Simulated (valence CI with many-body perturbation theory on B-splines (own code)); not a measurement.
The numbers below are computed, except where a source is named.
Run record, La⁴²⁺

Level of theory: configuration interaction combined with many-body perturbation theory (CI+MBPT): five valence electrons over a frozen Dirac-Fock core [Ne], radial functions for each j: 11 s, 11 p, 10 d, 8 f, 5 g, 2 h, with the one-electron correlation potential Σ1 (screened to all orders), the two-electron term Σ2, the three-electron term Σ3, Breit, model QED; selected single and double excitations, second order for the rest, scaled by the run's own slope (own B-spline code, finite nucleus).

Command, and the settings that its task file holds:

```sh
python run_cv.py task.json out
```

```
atom La  Z=57  mass_number=139  rms_radius_fm=4.8550
core [Ne]
valence 3s2 3p3
avg = 1
basis = M
breit = 1
cap = 32000
capref = 2000
cscale = 1
de = 0.0
dress = 0
eps = 2e-08
extrap = 1
h = 0.27
hh = 1
l2 = 3
lcore = 6
maxit = 60
n2 = 5
natural = 1
nlev = 150
nno = [5, 5, 5, 4, 2, 1]
nroot = 36
nsp = [6, 6, 5, 4, 3, 1]
pt2 = 1
qed = 1
rpa = 1
s1 = 1
s2 = 1
s3 = 1
screen = 1
tol = 2e-05
whole = 1
```

Problem. Roughly how long does this run take on one core of Arm Neoverse V2, and how much memory?

Solution. 3.1 min on 1 thread of Arm Neoverse V2, on a shared host, peak memory 1.2 GiB.

Log. The first blocks belong to the next ion, which gives the ionisation energy. Fields: 2J, parity (1 odd), roots, reference size, generating configurations, candidates as configurations/state functions, variational space P, stored matrix elements, Davidson steps; e2 is the range of second-order energies in hartree. The first line gives the box (bohr), its intervals, the orbitals and the steps of their self-consistent field. Window is the range of levels sought, series limit the energy at which the first omitted orbital would enter, core excitation an estimate of the first excitation out of the core, left out the lowest levels not solved, and shifts from estimates the range by which levels moved from their first estimate, all in cm⁻¹.

```
rmax 4.4 intervals 59 orbitals 83 references ['3s2 3p3', '3s 3p4', '3s2 3p2 3d', '3s 3p3 3d', '3p5'] scf 4 t 0.9
2J=0 par=0 roots 2 ref 24 generators 8 cand 16856/28055 P 2316/3200 nnz 1.3e+06 it 5
2J=0 par=0 roots 2 ref 24 generators 8 cand 14560/24879 P 4880/7265 nnz 4.3e+06 it 5
   second order: generators 17 cand 23143/42993 e2 -0.00005 -0.00003
reference levels 1276, estimated 475, window 4863047 1/cm; series limit 21859819, core excitation 38045080
2J=3 par=1 roots 32 ref 145 generators 33 cand 50735/500490 P 1413/6392 nnz 4.4e+06 it 8
2J=3 par=1 roots 32 ref 145 generators 33 cand 50127/497672 P 5575/31992 nnz 6.4e+07 it 9
   second order: generators 56 cand 88413/1354387 e2 -0.01332 -0.00505
2J=5 par=1 roots 29 ref 153 generators 28 cand 50302/623155 P 1194/6393 nnz 5.1e+06 it 11
2J=5 par=1 roots 29 ref 153 generators 30 cand 51245/624067 P 4746/31986 nnz 7.1e+07 it 10
   second order: generators 54 cand 87279/1604880 e2 -0.01574 -0.00755
2J=1 par=1 roots 21 ref 88 generators 30 cand 47408/278287 P 2033/6398 nnz 3.7e+06 it 8
2J=1 par=1 roots 21 ref 88 generators 33 cand 55343/386102 P 7980/31997 nnz 5.5e+07 it 8
   second order: generators 56 cand 78594/677270 e2 -0.00788 -0.00276
2J=3 par=0 roots 18 ref 135 generators 28 cand 50700/498943 P 1538/7038 nnz 5.1e+06 it 9
2J=3 par=0 roots 18 ref 135 generators 38 cand 56124/630840 P 6127/32000 nnz 5.9e+07 it 11
   second order: generators 55 cand 84757/1261689 e2 -0.01360 -0.00338
2J=5 par=0 roots 17 ref 147 generators 24 cand 50254/621449 P 1419/7261 nnz 5.8e+06 it 9
2J=5 par=0 roots 17 ref 147 generators 34 cand 51154/623368 P 5637/31993 nnz 6.3e+07 it 10
   second order: generators 53 cand 87962/1655248 e2 -0.01618 -0.00496
2J=1 par=0 roots 14 ref 84 generators 26 cand 45948/272035 P 2199/6398 nnz 3.3e+06 it 10
2J=1 par=0 roots 14 ref 84 generators 33 cand 44633/268724 P 8710/32000 nnz 5.1e+07 it 10
   second order: generators 48 cand 71995/587906 e2 -0.00847 -0.00221
2J=7 par=0 roots 11 ref 118 generators 20 cand 48046/629147 P 1314/6399 nnz 4.8e+06 it 8
2J=7 par=0 roots 11 ref 118 generators 28 cand 50335/644870 P 5452/31996 nnz 6.3e+07 it 10
   second order: generators 44 cand 84220/1687850 e2 -0.01392 -0.00673
2J=9 par=0 roots 5 ref 80 generators 12 cand 41229/498669 P 1633/6397 nnz 4.3e+06 it 8
2J=9 par=0 roots 5 ref 80 generators 21 cand 47382/579063 P 5740/31996 nnz 6.8e+07 it 9
   second order: generators 35 cand 76614/1429992 e2 -0.00987 -0.00387
2J=7 par=1 roots 23 ref 129 generators 26 cand 49668/644948 P 1247/6396 nnz 5.1e+06 it 10
...
2J=11 par=1 roots 4 ref 43 generators 17 cand 41142/459019 P 5541/32000 nnz 7.4e+07 it 9
   second order: generators 29 cand 72913/1376416 e2 -0.00749 -0.00389
2J=11 par=0 roots 1 ref 37 generators 4 cand 24066/343126 P 1173/6399 nnz 4.9e+06 it 5
2J=11 par=0 roots 1 ref 37 generators 5 cand 27744/380425 P 3745/31999 nnz 8.4e+07 it 6
   second order: generators 9 cand 28994/393671 e2 -0.00268 -0.00268
2J=13 par=0 roots 1 ref 15 generators 4 cand 21117/246703 P 2130/6389 nnz 4.3e+06 it 4
2J=13 par=0 roots 1 ref 15 generators 7 cand 25244/297105 P 5372/31997 nnz 8e+07 it 5
   second order: generators 9 cand 23472/279931 e2 -0.00192 -0.00192
left out: unestimated 6988014, estimated 5144584, shifts from estimates -24 to 281
operators 0.8
```

The Davidson iterations converged.

The last digits are not significant, and no measured levels were compared; by estimate large intervals hold to a few tenths of a per cent, small ones and those within an open d or f shell to about a per cent. Among the levels kept, up to 3200 cm⁻¹ of a level comes from second order outside the variational space, and about a tenth of that is noise between levels of different J, which matters for small intervals.

```yaml
Valence_energy: -649.3065 hartree
Ionisation_energy: "3224.5 eV (NIST: 3222 ± 4 eV (theoretical))"
Reference_configurations_for_the_orbitals: 3s2 3p3, 3s 3p4, 3s2 3p2 3d, 3s 3p3 3d, 3p5
Radial_orbitals: 83
Box_radius: 4.383 bohr
Largest_variational_space: 32000
Lowest_levels: (3s^2 3p1/2^2 3p3/2) J=3/2 0, (3s^2 3p1/2 3p3/2^2) J=3/2 753840, (3s^2 3p1/2 3p3/2^2) J=5/2 824450, (3s^2 3p1/2 3p3/2^2) J=1/2 911740, (3s^2 3p1/2^2 3d3/2) J=3/2 1316500, (3s^2 3p1/2^2 3d5/2) J=5/2 1539400, (3s^2 3p3/2^3) J=3/2 1675800, (3s 3p1/2^2 3p3/2^2) J=5/2 1721900, (3s 3p1/2^2 3p3/2^2) J=1/2 1867400, (3s 3p1/2^2 3p3/2^2) J=3/2 1872400, (3s^2 3p1/2 3p3/2 3d3/2) J=5/2 [a] 2064400, (3s^2 3p1/2 3p3/2 3d3/2) J=3/2 [a] 2074600, (3s^2 3p1/2 3p3/2 3d3/2) J=1/2 [a] 2078600, (3s^2 3p1/2 3p3/2 3d3/2) J=7/2 2132900 cm⁻¹
```

Levels are named by their leading jj configuration (3d3/2^4 stands for four electrons in 3d with j = 3/2), which in mixed levels can hold well under half, so a name can repeat and another be missing. Letters in brackets count levels of one name in rising energy.
